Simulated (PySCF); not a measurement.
PySCF input for Al(H)2(SiH3) (AlH5Si), SMILES [AlH2][SiH3], KT2/pcSseg-2. Geometry optimised at PBE0-D3(BJ)/def2-TZVP.

```python
import numpy as np
from pyscf import gto, scf, dft
from pyscf.prop.nmr import rks as nmr

mol = gto.M(
    atom='''
    Al    0.02903494   -0.61805478   -1.14995023
    H    -1.29702037   -0.73184540   -2.01809267
    H     1.37515775   -1.24001416   -1.72017416
    Si   -0.02301831    0.53954619    1.01595507
    H    -0.04618616    2.01664824    0.79714582
    H     1.15970203    0.23838357    1.87065287
    H    -1.24685099    0.19789328    1.79645020
    ''',
    basis='pcSseg-2',
    charge=0,
    spin=0,
    max_memory=1600,
    verbose=3,
)
mf = dft.RKS(mol, xc='kt2')
mf.grids.level = 3
mf.conv_tol = 1e-10
mf.max_cycle = 100
mf.kernel()
n = nmr.NMR(mf)
n.verbose = 2
n.max_cycle_cphf = 60
sigma = n.kernel()
print('atom   isotropic/ppm   span/ppm')
for i, s in enumerate(sigma):
    w = np.linalg.eigvalsh((s + s.T) / 2)
    print(f'{mol.atom_symbol(i):2s}{i + 1:3d} {w.mean():14.3f} {w[2] - w[0]:11.3f}')
```

It prints:

```
converged SCF energy = -539.72141962044
atom   isotropic/ppm   span/ppm
Al  1        225.307     342.675
H   2         24.867       4.256
H   3         24.835       4.207
Si  4        484.104      14.021
H   5         27.981       7.297
H   6         27.982       7.679
H   7         27.959       7.570
```

The calculation finished and met its thresholds.

Cost: very roughly 16 core-seconds.
